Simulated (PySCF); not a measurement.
**Polarisability and C₆ of Sc⁺ (scandium, charge +1)**

[Ar] 3d1 4s1, high-spin 3D determinant. Calculation: PySCF 2.14, in dyall-av2z (16s12p7d2f, 101 functions); the non-relativistic Hamiltonian (point nucleus). Coupled (time-dependent) response in atomic units; α is the mean over directions. A double-zeta set is small for polarisabilities.

| method | mean α (bohr³) | α xx, yy, zz | C₆ (like pair) | S(−4) |
| --- | --- | --- | --- | --- |
| TPSSh | 70.91 | 68.65, 68.65, 75.43 | 512.1 | 4521 |
| PW91 | 60.89 | 59.90, 59.90, 62.87 | 415.8 | 3263 |

S(−4) is the Cauchy moment in α(ω) = α(0) + S(−4) ω² + …

α(iu) at PW91:

```
u (hartree)  α(iu) (bohr³)
          0          60.89
     0.0500          53.76
      0.100          40.21
      0.200          21.28
      0.300          13.01
      0.500          6.942
      0.750          4.347
       1.00          3.134
       1.50          1.918
       2.00          1.302
       3.00         0.7110
       5.00         0.3112
```

A single London oscillator, α(iu) = α/(1 + u²/ω²), gives C₆ = (3/4) ω α². Matching the computed C₆ needs ω = 4 × 415.8 / (3 × 60.89²) = 0.150 hartree.

For an ion, C₆ is the dispersion term alone; charge-induced terms of lower order in 1/R come first.

The components differ because the open shell of this determinant is not spherical; for a pure term their mean is the scalar polarisability.
